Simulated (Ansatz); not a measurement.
`[SH][GeH2][Cl]` → H₂ + `[SH][Ge][Cl]` at 500 K and 1 bar (germylene formation by 1,1-elimination).

Computed with Ansatz on PBE0-D4/def2-TZVP structures; ΔE is electronic, products minus reactants. CBS: MP2 limit from def2 TZ/QZ plus the TZ coupled-cluster correction, frozen cores. This one scheme is used for every species. For Ge outer-core shells are correlated without core-valence functions, which leaves a few kJ/mol of doubt a bond. Scalar relativity is left out up to krypton. Each species was taken in one conformer, which may not be the lowest.

```
         species  CCSD(T)/CBS energy (Eh)  H − E (kJ/mol)  S (J/(mol·K))
`[SH][GeH2][Cl]`              -2935.52817           104.5          364.3
              H₂                 -1.17544            41.0          145.5
  `[SH][Ge][Cl]`              -2934.32884            56.0          342.8
```

H − E and S are ideal-gas, rigid-rotor, harmonic terms from PBE0-D4/def2-TZVP, for one conformer and one mirror image of each species. The MP2-based limit puts H₂ 0.8 mEh under its directly extrapolated value; such offsets cancel only in part. 1 Eh = 2625.50 kJ/mol, R = 8.31446 J/(mol·K).

**Question.** By hand: ΔE, ΔH, ΔS and ΔG.

**Answer.** ΔE = (-1.17544) + (-2934.32884) − (-2935.52817) = 0.02389 Eh = 62.7 kJ/mol. Δ(H − E) = 41.0 + 56.0 − 104.5 = -7.5, so ΔH = 55.2 kJ/mol. ΔS = 145.5 + 342.8 − 364.3 = 124.0 J/(mol·K). ΔG = 55.2 − 500 × (124.0)/1000 = -6.8 kJ/mol.

**Question.** By hand: the equilibrium constant, and the temperature at which ΔG would vanish if ΔH and ΔS stayed fixed.

**Answer.** log₁₀ K = −ΔG/(RT ln 10) = 0.7. ΔG = 0 at ΔH/ΔS = 445 K.

The number of gas molecules changes by +1, which sets the sign of ΔS. A doubt of 5 kJ/mol in ΔE shifts log₁₀ K by 0.5 here. Other conformers and mirror images would add mixing entropy, several J/(mol·K) or more a flexible species. These are equilibria of isolated gas molecules and say nothing of rates. Largest T1 diagnostic: 0.014 (customary marks: 0.02 for closed shells, 0.045 for open ones).
